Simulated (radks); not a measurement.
Values are calculated unless marked as measured or tabulated.
Question: All-electron atom: Tl IV in [Kr] 4d10 4f14 5p6 5d10 5f2 (not the ground configuration). Level of theory: Dirac Kohn-Sham, AM05, spin-unpolarised, spherical densities, point nucleus; open shells are shared between the two j in proportion to 2j + 1 (a radial shooting solver on a logarithmic mesh with Libxc functionals). Some entries of the table are withheld. Estimate them.

orbital      occ.  eigenvalue (eV)  <r> (bohr)  <r^2> (bohr^2)
1s1/2           2        -85484.72     0.01632       0.0003690
2s1/2           2        -15253.77         (1)        0.005551
2p1/2           2        -14644.90     0.05591             (2)
2p3/2           4        -12581.18     0.06470             (3)
3s1/2           2        -3681.326      0.1771         0.03601
3p1/2           2        -3406.927      0.1675         0.03275
3p3/2           4        -2948.171      0.1836         0.03912
3d3/2           4        -2495.444      0.1595         0.02988
3d5/2           6        -2397.409      0.1644         0.03161
4s1/2           2        -862.7827      0.3916          0.1732
4p1/2           2        -744.6793         (4)          0.1760
4p3/2           4        -632.8498         (5)          0.2077
4d3/2           4        -440.0835      0.4330          0.2166
4d5/2           6        -419.1895      0.4440          0.2276
4f5/2           6        -169.8802         (6)          0.2553
4f7/2           8        -165.2401         (7)          0.2623
5p1/2           2        -139.6188      0.9217          0.9564
5p3/2           4        -118.0135       1.007           1.142
5d3/2           4         -60.7643       1.225             (8)
5d5/2           6         -57.9889       1.260             (9)
5f5/2    0.857143         -14.0034       3.036            (10)
5f7/2     1.14286         -13.9282       3.066            (11)

Answer: 
(1) 2s1/2 <r> (bohr): 0.06808
(2) 2p1/2 <r^2> (bohr^2): 0.003914
(3) 2p3/2 <r^2> (bohr^2): 0.005098
(4) 4p1/2 <r> (bohr): 0.3931
(5) 4p3/2 <r> (bohr): 0.4275
(6) 4f5/2 <r> (bohr): 0.4616
(7) 4f7/2 <r> (bohr): 0.4679
(8) 5d3/2 <r^2> (bohr^2): 1.718
(9) 5d5/2 <r^2> (bohr^2): 1.819
(10) 5f5/2 <r^2> (bohr^2): 10.90
(11) 5f7/2 <r^2> (bohr^2): 11.10
